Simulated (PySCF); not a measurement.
## Spinor energies of Te (tellurium, neutral)

Start: [Kr] 4d10 5s2 5p4; 5p1/2 filled at m_j = -1/2, +1/2; 5p3/2 filled at m_j = +1/2, +3/2. Calculated with PySCF 2.14 in x2c-TZVPall-2c: generalised Hartree-Fock with the X2C-1e Hamiltonian and a Gaussian nucleus; one run each with spin-orbit coupling (SO) switched off, then screened by Boettger's factors.

```csv
spinor shell,electrons,"ε, spin-free (eV)","ε, screened SO (eV)",weight of nominal j (screened SO),"rms radius, screened SO (bohr)"
1s1/2,2,-31972.9,-31969.4,1.000,0.0318
2s1/2,2,-5000.6,-4999.5,1.000,0.130
2p1/2,2,-4481.9,-4672.5,1.000,0.112
2p3/2,4,-4481.9,-4395.4,1.000,0.117
3s1/2,2,-1036.9,-1036.5,1.000,0.343
3p1/2,2,-864.22,-900.73,1.000,0.336
3p3/2,4,-864.22,-847.39,1.000,0.347
3d3/2,4,-603.70,-609.97,1.000,0.320
3d5/2,6,-603.70,-599.05,1.000,0.323
4s1/2,2,-193.33,-193.13,1.000,0.815
4p1/2,2,-137.33,-144.28,1.000,0.858
4p3/2,4,-137.33,-133.94,1.000,0.887
4d3/2,4,-53.103,-53.933,0.996,1.04
4d5/2,6,-53.103,-52.275,0.997,1.05
5s1/2,2,-20.294,-20.227,0.999,2.28
5p3/2,2,-9.745,-10.098,0.779,2.85
5p1/2,2,-9.745,-9.476,0.716,2.83
```

| quantity | spin-free | screened SO |
| --- | --- | --- |
| E (hartree) | -6789.95787 | -6791.85673 |
| M_J | 2 | 2 |
| ⟨J²⟩ | 6.014 | 6.027 |
| ⟨L²⟩ | 2.010 | 2.288 |
| ⟨S²⟩ | 2.004 | 1.901 |

Each row is a mean over spinors that exchange with the open shell spreads, by up to 4.140 eV (5s1/2).

Rows whose weight is well below 1 are mixtures of j = l ± 1/2: exchange outweighs spin-orbit coupling there, and the label is only the starting occupation.

Breit and QED terms are absent; they matter most for the inner s and p1/2 levels.

Densities and radii are taken from the X2C orbitals without a picture-change correction, which distorts them close to the nucleus.

Without spin-orbit coupling the j labels of p, d and f shells carry no meaning; the spin-free column gives the mean over the occupied spinors of each nl shell.
